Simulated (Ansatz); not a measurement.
The cluster TeAu₂⁺, relaxed as a doublet with UKS PBE0-D4/def2-TZVP in Ansatz, starting from the GFN2-xTB geometry. Force threshold 0.02 eV/Å.

In the def2 sets Au, Te take a core potential; there is no spin–orbit coupling. The structure comes from a short search, and lower isomers may exist.

Start:

```tsv
atom	x (Å)	y (Å)	z (Å)
Au1	0.437	-1.955	-0.307
Au2	0.306	1.701	1.057
Te3	-0.743	0.254	-0.750
```

**Question.** Estimate the energy that the relaxation releases and the steps that it takes.

**Answer.** 0.03 eV, in 3 steps; 8.5 s on 4 threads of Arm Neoverse V2 on a shared host. No frequencies were taken in this run, so the end may be a saddle point.

**Question.** Does the start keep its bonding and symmetry?

**Answer.** By distances, no bond broke or formed. The bond that changes most is Au1–Te3, from 2.54 to 2.50 Å (atoms count from 1). Point group C2v at the start, C2v at the end, both within 0.05 Å.

**Question.** Predict the relaxed structure.

**Answer.** 
```xyz
3

Au    0.4516   -1.8412   -0.2427
Au    0.3302    1.5747    1.0316
Te   -0.7818    0.2665   -0.7889
```
Bond lengths (bridged metal pairs left out): 2 × Au–Te 2.50 Å.
